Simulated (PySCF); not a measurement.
**Electron correlation in Sb (antimony, neutral)**

[Kr] 4d10 5s1 5p4, high-spin 4P determinant (an excited configuration). Calculation: PySCF 2.14, in x2c-TZVPPall with one added diffuse shell each of s, p, d, f type (9s7p5d3f, 76 functions); the spin-free X2C one-electron Hamiltonian (Gaussian nucleus). Frozen: [Ar] 3d10; 23 electrons correlated.

```csv
level,correlation energy (mhartree)
CCSD,-380.14
(T),-19.45
CCSD(T),-399.59
```

Diagnostics: T1 = 0.019, D1 = 0.1127, largest double amplitude 0.224.

Is a single reference adequate?

Not fully. A double-excitation amplitude exceeds 0.15, a sign of near-degeneracy.

This basis was not built for core-valence correlation, so the inner-shell part is incomplete.
